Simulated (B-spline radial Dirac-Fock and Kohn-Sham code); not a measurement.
# Cd⁺ 5s: cross section and angular parameters

System: the Cd⁺ ion in the configuration 1s2 2s2 2p6 3s2 3p6 3d10 4s2 4p6 4d10 5s1; threshold 16.16 eV (orbital energy of the model). Calculated with an atomic code on a B-spline grid, using Dirac-Hartree-Slater photoionisation with a Latter tail; cross sections with all multipoles, angular parameters from the dipole term and its interference with E2.

For linearly polarised light dσ/dΩ = σ/(4π) [1 + β P₂(cos θ) + (δ + γ cos²θ) sin θ cos φ], with θ from the polarisation vector and φ the angle between the beam and the projection of the electron momentum on the plane normal to the polarisation.

```csv
hν (eV),σ (kb),β,γ
56.8,35.8,1.940,0.036
57.4,35.4,1.940,0.038
60,?,?,?
61.6,33.3,1.944,0.051
86.7,25.1,1.959,0.112
100,22.8,1.965,0.142
123,19.1,1.972,0.186
124,19.0,1.972,0.187
262,7.13,1.983,0.278
308,5.66,1.985,0.280
364,4.43,1.986,0.278
421,3.56,1.987,0.270
510,2.66,1.988,0.252
738,1.47,1.990,0.189
800,1.28,1.990,0.171
831,1.20,1.990,0.162
1090,0.758,1.991,0.092
1486.9,0.439,1.992,0.009
1850,0.296,1.992,-0.043
2000,0.257,1.993,-0.058
2520,0.168,1.993,-0.091
2580,0.161,1.993,-0.092
2984.4,0.122,1.993,-0.096
3380,0.0961,1.993,-0.088
4000,0.0692,1.993,-0.058
5150,0.0419,1.994,0.033
8047.8,0.0167,1.994,0.355
9880,0.0107,1.993,0.575
```

Question: Give the values at 60 eV.

Answer: σ = 34.0 kb, β = 1.943, γ = 0.044. For an s subshell δ is negligible.
